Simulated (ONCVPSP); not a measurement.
**Transferability test, ONCV potential for bromine (Br)**

```json
{"Element": "bromine", "Generator": "ONCVPSP 4.0.1", "Type": "optimised norm-conserving Vanderbilt (ONCV)", "Functional": "LDA (Perdew-Wang 92)", "Relativity": "scalar-relativistic", "Frozen core": "[Ar] 3d10", "Valence charge": "7", "Reference configuration": "4s1.75 4p5.25", "Partial waves": "4s: rc 1.15 bohr, ncon 3, nbas 7, qcut 6.7 1/bohr, local; 4p: rc 1.25 bohr, ncon 3, nbas 7, qcut 5.8 1/bohr, 1 projector", "Local potential": "the s channel", "Core correction": "none"}
```

Energies are relative to the spin-unpolarised reference configuration 4s1.75 4p5.25; without spin polarisation the order of configurations can differ from experiment.

```json
{"valence configuration": "4s2 4p5", "charge": "0", "ΔE all-electron (eV)": "-3.086", "error AE − PS (meV)": "+0.2"}
{"valence configuration": "4s2 4p3", "charge": "+2", "ΔE all-electron (eV)": "32.559", "error AE − PS (meV)": "-5.0"}
{"valence configuration": "4s1 4p6", "charge": "0", "ΔE all-electron (eV)": "9.335", "error AE − PS (meV)": "+1.8"}
```

(1) What are ΔE and the potential's error for 4s2 4p4?

Note: ghosts flagged at negative energy: p at -4337.9 eV; no localised positive-energy state flagged. A true bound ghost makes a file unfit for plane-wave use.

Results:

(1) ΔE = 9.619 eV all-electron; the error (AE − PS) is -4.5 meV.
